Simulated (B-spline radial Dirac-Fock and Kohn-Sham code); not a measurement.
# Photoelectron lines of Ca⁸⁺ at 6000 eV

System: calcium as Ca⁸⁺ in the configuration 1s2 2s2 2p6 3s2.

Level of theory: a relativistic central-field model (Hartree-Slater potential of the initial state, Latter tail, multipole expansion of the photon field, Dirac-Fock thresholds); a radial atomic solver. The asymmetry parameter β is from the dipole term alone. Kinetic energies are from the vacuum level.

The last column is dσ/dΩ = σ/(4π) · [1 + β P₂(cos θ)] at θ = 90° from the polarisation vector of linearly polarised light.

| subshell | electrons | binding (eV) | kinetic (eV) | σ (kb) | β | dσ/dΩ (kb/sr) |
| --- | --- | --- | --- | --- | --- | --- |
| 1s | 2 | 4231.1 | 1768.9 | ? | ? | ? |
| 2s | 2 | 619.5 | 5380.5 | 1.55 | 2.00 | ≈ 0 |
| 2p1/2 | 2 | 530.6 | 5469.4 | 0.270 | 0.73 | 0.0137 |
| 2p3/2 | 4 | 527.0 | 5473.0 | 0.514 | 0.72 | 0.0262 |
| 3s | 2 | 186.2 | 5813.8 | 0.275 | 2.00 | ≈ 0 |

Q: What are σ and β for 1s?

A: σ = 22.7 kb, the largest of all subshells and 90 % of the total, and β = 2.00, which gives dσ/dΩ = 0.000175 kb/sr.

Values without a named source are computed, but for edge energies of neutral atoms, which are taken from tables.
